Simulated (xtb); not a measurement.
Job for xtb: GFN2-xTB on BFH2Se2 (SMILES FB([SeH])[SeH]), a point of a torsion scan.

```
$ xtb mol.xyz --gfn 2 --sp --chrg 0 --uhf 0
6

F      0.37057947     2.02390718     0.22996216
B      0.15762095     0.73528800     0.05763196
Se    -1.65053814     0.23652581    -0.42591968
Se     1.72901596    -0.37780836     0.07279612
H     -1.58151901    -1.15228106    -0.03314866
H      1.08559560    -1.63153978    -0.24738560
```

It printed:

```
[...]
           -------------------------------------------------
          |                Calculation Setup                |
           -------------------------------------------------



           -------------------------------------------------
          |                 G F N 2 - x T B                 |
           -------------------------------------------------

        Reference                      10.1021/acs.jctc.8b01176
      * Hamiltonian:
        H0-scaling (s, p, d)           1.850000    2.230000    2.230000
        zeta-weighting                 0.500000
      * Dispersion:
        s8                             2.700000
        a1                             0.520000
        a2                             5.000000
        s9                             5.000000
      * Repulsion:
        kExp                           1.500000    1.000000
        rExp                           1.000000
      * Coulomb:
        alpha                          2.000000
        third order                    shell-resolved
        anisotropic                    true
        a3                             3.000000
        a5                             4.000000
        cn-shift                       1.200000
        cn-exp                         4.000000
        max-rad                        5.000000


          ...................................................
          :                      SETUP                      :
          :.................................................:
          :  # basis functions                  30          :
          :  # atomic orbitals                  28          :
          :  # shells                           12          :
          :  # electrons                        24          :
          :  max. iterations                   250          :
          :  Hamiltonian                  GFN2-xTB          :
          :  restarted?                      false          :
          :  GBSA solvation                  false          :
          :  PC potential                    false          :
          :  electronic temp.          300.0000000     K    :
          :  accuracy                    1.0000000          :
          :  -> integral cutoff          0.2500000E+02      :
          :  -> integral neglect         0.1000000E-07      :
          :  -> SCF convergence          0.1000000E-05 Eh   :
          :  -> wf. convergence          0.1000000E-03 e    :
          :  Broyden damping             0.4000000          :
          :  net charge                          0          :
          :  unpaired electrons                  0          :
          ...................................................

 iter      E             dE          RMSdq      gap      omega  full diag
   1    -13.1499837 -0.131500E+02  0.983E+00    4.91       0.0  T
   2    -13.2613048 -0.111321E+00  0.938E+00    2.44       1.0  T
   3    -13.4281890 -0.166884E+00  0.435E+00    3.86       1.0  T
   4    -13.4146498  0.135392E-01  0.315E+00    3.25       1.0  T
   5    -13.4406155 -0.259657E-01  0.468E-01    3.69       1.0  T
   6    -13.4405711  0.444392E-04  0.189E-01    3.72       1.0  T
   7    -13.4406209 -0.498031E-04  0.354E-02    3.71       1.2  T
   8    -13.4406229 -0.207616E-05  0.122E-02    3.70       3.4  T
   9    -13.4406231 -0.153325E-06  0.404E-03    3.70      10.1  T
  10    -13.4406231 -0.458992E-08  0.242E-03    3.70      16.9  T
  11    -13.4406231 -0.159824E-07  0.586E-04    3.70      69.7  T
  12    -13.4406231 -0.682110E-09  0.219E-04    3.70     186.8  T

   *** convergence criteria satisfied after 12 iterations ***

         #    Occupation            Energy/Eh            Energy/eV
      -------------------------------------------------------------
         1        2.0000           -0.8426928             -22.9308
       ...           ...                  ...                  ...
         6        2.0000           -0.5496358             -14.9564
         7        2.0000           -0.5014414             -13.6449
         8        2.0000           -0.4948180             -13.4647
         9        2.0000           -0.4936333             -13.4324
        10        2.0000           -0.4364222             -11.8757
        11        2.0000           -0.4239753             -11.5370
        12        2.0000           -0.4035014             -10.9798 (HOMO)
        13                         -0.2674742              -7.2783 (LUMO)
        14                         -0.2338473              -6.3633
        15                         -0.1969076              -5.3581
        16                         -0.0999832              -2.7207
        17                         -0.0899570              -2.4479
       ...                                ...                  ...
        28                          1.1268974              30.6644
      -------------------------------------------------------------
                  HL-Gap            0.1360272 Eh            3.7015 eV
             Fermi-level           -0.3354878 Eh           -9.1291 eV

 SCC (total)                   0 d,  0 h,  0 min,  0.006 sec
 SCC setup                      ...        0 min,  0.000 sec (  1.653%)
 Dispersion                     ...        0 min,  0.000 sec (  0.495%)
 classical contributions        ...        0 min,  0.000 sec (  0.258%)
 integral evaluation            ...        0 min,  0.001 sec ( 16.704%)
 iterations                     ...        0 min,  0.003 sec ( 49.514%)
 molecular gradient             ...        0 min,  0.002 sec ( 28.914%)
 printout                       ...        0 min,  0.000 sec (  2.285%)

         :::::::::::::::::::::::::::::::::::::::::::::::::::::
         ::                     SUMMARY                     ::
         :::::::::::::::::::::::::::::::::::::::::::::::::::::
         :: total energy             -13.399465604001 Eh    ::
         :: gradient norm              0.007545994228 Eh/a0 ::
         :: HOMO-LUMO gap              3.701487185565 eV    ::
         ::.................................................::
         :: SCC energy               -13.440622214345 Eh    ::
         :: -> isotropic ES            0.045394698172 Eh    ::
         :: -> anisotropic ES         -0.001920837816 Eh    ::
         :: -> anisotropic XC         -0.001190461372 Eh    ::
         :: -> dispersion             -0.003688590683 Eh    ::
         :: repulsion energy           0.041156610344 Eh    ::
         :: add. restraining           0.000000000000 Eh    ::
         :: total charge              -0.000000000000 e     ::
         :::::::::::::::::::::::::::::::::::::::::::::::::::::

           -------------------------------------------------
          |                Property Printout                |
           -------------------------------------------------

    * Orbital Energies and Occupations

         #    Occupation            Energy/Eh            Energy/eV
      -------------------------------------------------------------
         1        2.0000           -0.8426928             -22.9308
         2        2.0000           -0.7691445             -20.9295
         3        2.0000           -0.7662050             -20.8495
         4        2.0000           -0.5751698             -15.6512
         5        2.0000           -0.5501689             -14.9709
         6        2.0000           -0.5496358             -14.9564
         7        2.0000           -0.5014414             -13.6449
         8        2.0000           -0.4948180             -13.4647
         9        2.0000           -0.4936333             -13.4324
        10        2.0000           -0.4364222             -11.8757
        11        2.0000           -0.4239753             -11.5370
        12        2.0000           -0.4035014             -10.9798 (HOMO)
Note: The following floating-point exceptions are signalling: IEEE_DENORMAL
normal termination of xtb
        13                         -0.2674742              -7.2783 (LUMO)
        14                         -0.2338473              -6.3633
        15                         -0.1969076              -5.3581
        16                         -0.0999832              -2.7207
        17                         -0.0899570              -2.4479
        18                         -0.0392430              -1.0679
        19                         -0.0315813              -0.8594
        20                          0.0029231               0.0795
        21                          0.0184948               0.5033
        22                          0.0366856               0.9983
        23                          0.1254201               3.4129
       ...                                ...                  ...
        28                          1.1268974              30.6644
      -------------------------------------------------------------
                  HL-Gap            0.1360272 Eh            3.7015 eV
             Fermi-level           -0.3354878 Eh           -9.1291 eV

     #   Z          covCN         q      C6AA      α(0)
     1   9 F        0.753    -0.252    11.790     4.055
     2   5 B        2.522     0.430    16.641     7.067
     3  34 Se       1.864    -0.247   244.142    27.227
     4  34 Se       1.867    -0.230   243.526    27.193
     5   1 H        0.925     0.150     1.394     1.846
     6   1 H        0.925     0.149     1.398     1.849

 Mol. C6AA /au·bohr⁶  :       1672.489460
 Mol. C8AA /au·bohr⁸  :      96528.319159
 Mol. α(0) /au        :         69.237691


Wiberg/Mayer (AO) data.
largest (>0.10) Wiberg bond orders for each atom

 ---------------------------------------------------------------------------
     #   Z sym  total        # sym  WBO       # sym  WBO       # sym  WBO
 ---------------------------------------------------------------------------
     1   9 F    1.209 --     2 B    1.103
     2   5 B    3.396 --     4 Se   1.147     3 Se   1.111     1 F    1.103
     3  34 Se   2.155 --     2 B    1.111     5 H    0.951
     4  34 Se   2.198 --     2 B    1.147     6 H    0.953
     5   1 H    0.978 --     3 Se   0.951
     6   1 H    0.978 --     4 Se   0.953
 ---------------------------------------------------------------------------

Topologies differ in total number of bonds
Writing topology from bond orders to xtbtopo.mol

molecular dipole:
                 x           y           z       tot (Debye)
 q only:       -0.169      -1.098       0.026
   full:       -0.073      -0.555       0.116       1.452
molecular quadrupole (traceless):
                xx          xy          yy          xz          yz          zz
 q only:       -2.443       0.622       0.681      -1.352      -0.010       1.763
  q+dip:       -6.642       1.916       2.620      -2.150      -0.295       4.022
   full:       -6.485       2.117       3.332      -1.925      -0.391       3.153


           -------------------------------------------------
          | TOTAL ENERGY              -13.399465604001 Eh   |
          | GRADIENT NORM               0.007545994228 Eh/α |
          | HOMO-LUMO GAP               3.701487185565 eV   |
           -------------------------------------------------

------------------------------------------------------------------------
------------------------------------------------------------------------
 total:
 SCF:
```

The run finished.

Cost: very roughly 0.03 core-seconds.
